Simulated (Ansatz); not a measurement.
```xyz
12

N     0.104    1.291   -0.938
C     0.096    0.050   -0.269
Si    0.011    0.150    1.610
C    -0.437   -1.127   -0.950
O     0.960   -1.012   -0.763
H     0.898    1.859   -0.675
H     0.092    1.191   -1.946
H     0.090   -1.226    2.159
H    -1.257    0.796    2.037
H     1.155    0.962    2.106
H    -0.781   -1.014   -1.978
H    -0.930   -1.922   -0.393
```

The species carries charge 0 and has multiplicity 1.

(1) List the r2SCAN/def2-TZVPP orbital energies in eV (the Gaussian-basis code of Ansatz). (Estimate.)

Answers

(1) The calculation gave: Occupied: -1790.90, -516.05, -385.46, -275.15, -274.56, -141.40, -96.25, -96.25, -96.24, -28.40, -23.49, -17.50, -16.13, -14.12, -12.95, -12.64, -11.58, -10.73, -9.21, -8.83, -8.73, -7.81, -6.76, -6.17. Lowest empty: 0.26, 0.69, 0.83, 1.37, 1.57, 2.12, 2.28, 2.50.
